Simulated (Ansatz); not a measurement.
A nudged elastic band was laid between two geometries of AlH$_{9}$O$_{2}$W (13 atoms, charge 0, multiplicity 1).

The calculation used RKS PBE-D4/def2-SVP in Ansatz 0.2.0.

| Quantity | Value |
| --- | --- |
| movable images | 7 |
| climbing image | yes |
| spring | 5.0 eV/Å² |
| optimiser | quadratic models (default) |
| start path | through a guess of the saddle point |
| force threshold | 0.05 eV/Å |
| iteration limit | 60 |
| end points | relaxed |

First end point:

```xyz
13
Properties=species:S:1:pos:R:3
W 0.413 -0.115 0.411
H -0.348 0.150 1.922
H 1.992 0.470 -0.339
H -1.025 0.770 0.368
H -0.653 -0.414 -0.866
O 0.269 -2.033 0.210
H 0.801 -2.461 0.918
H 0.204 1.013 -0.832
O 1.272 1.936 1.355
Al 2.699 0.865 1.249
H 1.984 -0.557 1.811
H 4.222 1.270 1.359
H 0.795 2.156 2.173
```

Last end point:

```xyz
13
Properties=species:S:1:pos:R:3
W 0.593 -0.366 -0.465
H 0.913 0.781 3.605
H 1.461 -0.869 -1.852
H 0.309 1.285 -0.257
H -0.974 0.221 -0.729
O -0.582 -1.804 0.036
H -0.022 -2.576 0.290
H 0.338 0.506 -1.912
O 1.873 -0.018 0.881
Al 2.475 1.178 2.025
H 3.465 0.606 3.132
H 2.178 2.715 1.745
H 0.596 1.390 3.240
```

What changes between the two ends?

Bonds broken: W1–H2, W1–Al10, W1–H11, O9–H13. Bonds formed: H2–H13. AlH9O2W becomes AlH7O2W + H2.

Give the energies along the band, and the barrier.

The run converged. The highest image is number 3 of 0 to 8, 0.70 eV above the first end and 0.62 eV above the last; the last end lies 0.07 eV above the first. The profile has 3 maxima (images 1, 3, 5) with wells between them (images 2, 4): this band takes more than one step, which may be the mechanism or a detour left from its start path. A vibrational analysis at the climbing image gives one clearly imaginary mode, 1220i cm⁻¹: a first-order saddle point. The orbitals stay closed-shell, which can raise the energy where a bond breaks towards radicals; this wasn't checked here.

```
image  path coordinate (Å)  energy (eV)  W1–H2 (Å)  W1–Al10 (Å)  W1–H11 (Å)
    0                 0.00         0.00       1.71         2.62        2.15
    1                 2.00         0.14       1.71         2.90        3.41
    2                 4.00         0.13       1.70         3.00        3.91
    3                 5.99         0.70       1.83         2.94        3.91
    4                 8.09         0.19       1.91         2.84        3.79
    5                10.18         0.44       2.27         3.37        4.37
    6                12.27         0.23       3.41         3.60        4.68
    7                14.36         0.17       3.87         3.45        4.61
    8                16.45         0.07       4.24         3.48        4.70
```

What is the geometry of the highest image?


```xyz
13
Properties=species:S:1:pos:R:3
W 0.234 0.129 0.482
H -0.905 1.012 1.608
H 2.146 -0.217 0.118
H -0.996 0.975 -0.315
H -1.384 -0.388 0.682
O 0.211 -1.679 -0.134
H 1.120 -2.014 -0.286
H 0.582 0.953 -0.957
O 1.240 1.054 1.929
Al 2.980 0.614 1.411
H 3.593 -0.507 2.373
H 3.778 1.859 0.814
H 0.026 1.258 2.014
```

The band took 30 iterations and of the order of 24 core-minutes.

Time of the run: 6.4 min on 4 threads of Arm Neoverse V1, on a shared host, peak memory 0.19 GiB.
